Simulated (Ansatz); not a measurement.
Species: C$_{7}$H$_{15}$, net charge 0, doublet state. It need not be the lowest isomer of its formula. 
Structure (B3LYP-D3(BJ)/def2-TZVP (Ansatz, a quantum-chemistry and plane-wave program) minimum search):
```xyz
22

C     -1.8151    -1.9465     0.3486
C     -1.0691    -0.8071     0.9365
C     -0.4843     0.1755    -0.0944
C      0.0877     1.4090     0.6157
C      0.6197     2.4915    -0.3195
C      0.5176    -0.5072    -1.0413
C      1.8060    -0.9992    -0.3843
H     -1.8904    -2.8954     0.8608
H     -2.4119    -1.8092    -0.5443
H     -1.7372    -0.2317     1.5990
H     -0.2750    -1.1756     1.5936
H     -1.3205     0.5179    -0.7178
H     -0.7010     1.8356     1.2428
H      0.8795     1.0986     1.3043
H      1.4890     2.1506    -0.8841
H     -0.1429     2.7972    -1.0402
H      0.9208     3.3782     0.2412
H      0.0146    -1.3542    -1.5148
H      0.7690     0.1839    -1.8494
H      2.3760    -0.1802     0.0581
H      1.6058    -1.7273     0.4037
H      2.4492    -1.4848    -1.1202
```
Charge 0, spin multiplicity 2.

Basis-set convergence of Hartree-Fock and CCSD(T) correlation energies (hartree) with Ansatz. Correlated levels leave the core frozen unless marked. UHF or UKS for open shells. No spin-orbit coupling. No relativistic terms.

| basis | functions | E(HF) | E(corr, CCSD(T)) |
|---|---|---|---|
| cc-pVDZ | 173 | -273.78490 | -1.12124 |
| cc-pVTZ | 420 | [?] | [?] |

Problem. Fill in the missing entries.

Solution. 
- cc-pVTZ, E(HF): -273.86001
- cc-pVTZ, E(corr, CCSD(T)): -1.34072
